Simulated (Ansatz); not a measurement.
Two structures of BHBrCl₃, singlet, reached by relaxing down either side of one saddle point (PBE0-D4/def2-TZVP). Energies are electronic, without zero-point energy. Ansatz 0.2.0; basis: def2-TZVPP and def2-QZVPP; cores frozen in the correlated methods. Filled d shells of the heavier atoms are correlated. The def2 sets are not built for correlating such inner shells, so the correlated values are less sure here. Extrapolation: Hartree–Fock as exp(−7.88 √X), correlation as X^−2.97. First:

```json
{"atom": "B1", "x (Å)": "-0.6869", "y (Å)": "-0.3181", "z (Å)": "-0.9278"}
{"atom": "Cl2", "x (Å)": "0.5658", "y (Å)": "0.6471", "z (Å)": "-1.6592"}
{"atom": "Cl3", "x (Å)": "-0.4788", "y (Å)": "-2.0347", "z (Å)": "-0.7804"}
{"atom": "Cl4", "x (Å)": "-2.1532", "y (Å)": "0.4364", "z (Å)": "-0.3871"}
{"atom": "H5", "x (Å)": "1.8169", "y (Å)": "1.0007", "z (Å)": "1.4567"}
{"atom": "Br6", "x (Å)": "0.9363", "y (Å)": "0.2684", "z (Å)": "2.2976"}
```

Second:

B1  (-0.854, -0.635, 0.354)
Cl2  (1.576, 1.296, -1.433)
Cl3  (-0.480, -2.075, -0.529)
Cl4  (-2.154, 0.396, -0.136)
H5  (1.747, 1.210, -0.166)
Br6  (0.165, -0.192, 1.911)
(Å)

**Question.** Which bonds change from the first to the second?

**Answer.** BCl₃ ([Cl][B]([Cl])[Cl]) + HBr → BBrCl₂ ([Cl][B]([Cl])[Br]) + HCl; bonds formed: B1–Br6, Cl2–H5; bonds broken: B1–Cl2, H5–Br6.

**Question.** Give the saddle point's structure and its height above each. (To be estimated.)

**Answer.** Computed: 1.128 eV above the first and 1.051 eV above the second (CCSD(T) at an estimated basis limit (MP2 extrapolated from triple and quadruple zeta, plus CCSD(T) − MP2 in triple zeta)).
```xyz
6
angstrom
B -0.4312 -0.2641 -0.1770
Cl 0.9460 0.8200 -1.1243
Cl -0.3096 -1.9630 -0.6246
Cl -2.0010 0.5325 -0.2275
H 1.2553 0.7885 0.3918
Br 0.5407 0.0862 1.7614
```

The T1 diagnostic stays at or below 0.010.

Labels in which every atom is bracketed show which atoms are joined, not bond orders.

For scale, one of the runs: CCSD(T)/def2-TZVPP, 219 basis functions, launched by `ansatz run in.yaml --threads 8 --pin off --events-out ev --progress --plain --max-ram 19148MiB`. The run took 79 s on 8 CPU threads of an Arm Neoverse V1 (shared host), with 3.2 GiB of host memory at its peak.
